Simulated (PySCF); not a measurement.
Geometry:
```
atom   x (Å)   y (Å)   z (Å)
 Si1   0.148   0.255   0.094
  C2  -0.122   0.438   1.932
  C3  -0.818  -0.421   2.684
  H4   0.323   1.314   2.425
  H5  -1.288  -1.313   2.253
  H6  -0.955  -0.277   3.761
  C7   1.961   0.030  -0.283
  C8   2.481  -1.050  -0.876
  H9   2.643   0.845  -0.001
 H10   1.853  -1.894  -1.182
 H11   3.553  -1.143  -1.083
 C12  -0.523   1.748  -0.801
 C13  -1.448   1.697  -1.765
 H14  -0.130   2.732  -0.513
 H15  -1.882   0.748  -2.099
 H16  -1.815   2.599  -2.267
 N17  -0.698  -1.151  -0.455
 C18  -1.355  -2.112  -0.731
 O19  -1.991  -3.053  -1.007
```

Geometry: PBE0-D3(BJ)/def2-SVP; GIAO absolute shieldings from PySCF, gas phase, non-relativistic, averaged over equivalent atoms.

At PBE0/pcSseg-1 (222 basis functions):
```json
{"atoms": "Si1", "σ (ppm)": "377.8"}
{"atoms": "C3/C8/C13", "σ (ppm)": "41.7"}
{"atoms": "C2/C7/C12", "σ (ppm)": "43.8"}
{"atoms": "C18", "σ (ppm)": "55.3"}
{"atoms": "H5/H6/H10/H11/H15/H16", "σ (ppm)": "24.93"}
{"atoms": "H4/H9/H14", "σ (ppm)": "25.06"}
{"atoms": "N17", "σ (ppm)": "231.6"}
{"atoms": "O19", "σ (ppm)": "199.2"}
```

What do these become at B3LYP/pcSseg-1?

Results:


```json
{"atoms": "Si1", "σ at B3LYP/pcSseg-1": "367.7", "change": "-10.1"}
{"atoms": "C3/C8/C13", "σ at B3LYP/pcSseg-1": "37.8", "change": "-3.9"}
{"atoms": "C2/C7/C12", "σ at B3LYP/pcSseg-1": "37.8", "change": "-6.0"}
{"atoms": "C18", "σ at B3LYP/pcSseg-1": "51.4", "change": "-3.9"}
{"atoms": "H5/H6/H10/H11/H15/H16", "σ at B3LYP/pcSseg-1": "25.19", "change": "+0.26"}
{"atoms": "H4/H9/H14", "σ at B3LYP/pcSseg-1": "25.30", "change": "+0.24"}
{"atoms": "N17", "σ at B3LYP/pcSseg-1": "229.6", "change": "-2.0"}
{"atoms": "O19", "σ at B3LYP/pcSseg-1": "198.2", "change": "-1.0"}
```

The largest change is at Si1 (silicon bonded to 3 C, N). Cost: 222 basis functions. The order of the carbon signals is the same at both levels.
